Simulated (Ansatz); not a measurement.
Program: Ansatz. Geometries: PBE0-D4/def2-TZVP. ΔE: electronic, gas phase. CCSD(T)/CBS adds triple-zeta CCSD(T) − MP2 to the extrapolated MP2 energy (def2 sets, frozen cores). Functionals use def2-TZVPP. Elements past krypton have def2 core potentials. For Sn outer-core shells are correlated without core-valence functions, which leaves a few kJ/mol of doubt a bond. Each species was taken in one conformer, which may not be the lowest.

`C[Si](F)(Cl)[O][AlH2]` + `[SH][SnH3]` → `[AlH2][S][SnH3]` + `C[Si](O)(F)Cl`  (ligand exchange at the Al–O bond)

```csv
level,ΔE (kJ/mol)
r2SCAN-D4,32.2
ωB97X-V,36.8
MP2/def2-TZVPP,34.9
MP2/def2-QZVPP,33.7
```

Task: What does CCSD(T)/CBS give? (Estimate.)

Result: Ansatz gave: +33.9 kJ/mol. The listed levels differ from it by -1.7, 2.9, 1.0, -0.2 kJ/mol.

Largest T1 diagnostic among the species: 0.013.

In def2-TZVPP, CCSD(T) changes the Hartree–Fock value by −12.5 kJ/mol (the triples alone add −3.5 kJ/mol) and MP2 by −15.2 kJ/mol.
